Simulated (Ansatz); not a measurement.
The same path of a periodic cell of 17 atoms, Si (host Si, host structure diamond, interstitial Si) was run twice with different band settings. Lost on the way: Si6–Si17. Made: Si9–Si17.

Theory: DFT PBE-D3(BJ), scalar-relativistic, plane waves, PAW (Ansatz 0.2.0). Settings: PAW set soft_1, cutoff 420 eV, k mesh 2x2x2, gaussian smearing 0.05 eV, no spin polarisation.

Relaxed end points:

```xyz
17
Lattice="0.0000 5.4300 5.4300 5.4300 0.0000 5.4300 5.4300 5.4300 0.0000" Properties=species:S:1:pos:R:3
Si 0.033 0.001 -0.001
Si 1.353 1.362 1.362
Si 2.714 2.682 -0.001
Si 4.092 4.053 1.377
Si 2.715 0.000 2.682
Si 4.098 1.383 4.047
Si 5.428 2.717 2.708
Si 6.762 4.047 4.047
Si 0.000 2.715 2.716
Si 1.354 4.069 4.069
Si 2.714 5.431 2.748
Si 4.076 6.791 4.068
Si 2.716 2.748 5.430
Si 4.078 4.067 6.793
Si 5.397 5.429 5.430
Si 6.765 6.810 6.810
Si 8.142 5.432 5.423
```

```xyz
17
Lattice="0.0000 5.4300 5.4300 5.4300 0.0000 5.4300 5.4300 5.4300 0.0000" Properties=species:S:1:pos:R:3
Si -0.004 0.004 -0.005
Si 1.361 1.324 1.354
Si 2.745 2.686 -0.028
Si 4.108 4.070 1.355
Si 2.720 0.003 2.718
Si 4.072 1.358 4.073
Si 5.427 2.710 2.719
Si 6.791 4.069 4.039
Si -0.019 2.693 2.735
Si 1.359 4.073 4.105
Si 2.741 5.452 2.737
Si 4.081 6.783 4.069
Si 2.718 2.712 5.427
Si 4.040 4.072 6.787
Si 5.411 5.450 5.408
Si 6.789 6.820 6.788
Si 6.795 4.069 6.784
```

Common settings: climbing image yes; spring 5.0 eV/Å²; optimiser quadratic models (default); end points relaxed.

| run | movable images | start path | force threshold | iteration limit |
| --- | --- | --- | --- | --- |
| 1 | 3 | IDPP | 0.03 eV/Å | 66 |
| 2 | 1 | default | 0.05 eV/Å | 50 |

(1) What does each run give, and how far can it be trusted?

Answers

(1) Run 1: converged after 39 iterations, highest image 0.304 eV above the first end. By the program's own check the climbing image is a first-order saddle point (lowest curvatures found: -0.24 and 0.62 eV/Å²).
Run 2: converged after 5 iterations, highest image 0.305 eV above the first end. The order of the stationary point at the top wasn't checked. So few images can step over the top or miss a turn of the path.
Limits of this set-up: coarse k mesh, a small cell, in which the defect meets its images.
